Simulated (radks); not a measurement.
Charge is removed step by step from the 5s1/2 level of Gd3+, starting from [Xe] 4f7. Calculated with a radial shooting solver on a logarithmic mesh with Libxc functionals: Dirac Kohn-Sham, PBEsol, spin-unpolarised, spherical densities, finite nucleus; open shells fill j = l - 1/2 first; Fermi nuclear charge, rms radius 5.1569 fm.

removed (e),E - E(0) (eV),eigenvalue (eV),E minus straight line (eV)
0,0.000,-74.560,0.000
0.25,19.107,-78.302,-1.422
0.5,39.155,-82.087,-1.903
0.75,60.154,-85.914,-1.432
1,82.115,-89.781,0.000

Removing the whole electron costs 82.115 eV by Delta-SCF, against 74.560 eV from minus the eigenvalue at the starting occupation. Slater's transition state (half an electron removed) gives 82.087 eV. Integrating minus the eigenvalue over the occupation (Janak's theorem) gives 82.115 eV. The mean slope of the eigenvalue, de/dn, is 15.2 eV per electron.
